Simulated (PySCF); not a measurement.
C2H6GeO2, SMILES [CH3][Ge@@H]([OH])[CH]=O.

The structure is a stationary point at PBE-D3(BJ)/def2-SVP. The structure was generated by enumeration; whether it is a known compound was not checked. Other conformers were not sampled.

Vertical ionisation energy (IE) and electron affinity (EA) in eV. Rows of orbital energies are one-electron estimates. Where ΔSCF, EOM or ADC give a negative EA the extra electron is unbound and the value depends on the basis.

```csv
level,IE,EA
"−ε(HOMO), −ε(LUMO), ωB97X/def2-TZVP (PySCF)",9.66,-0.55
"−ε(HOMO), −ε(LUMO), PBE/def2-TZVP (PySCF)",5.90,2.95
```
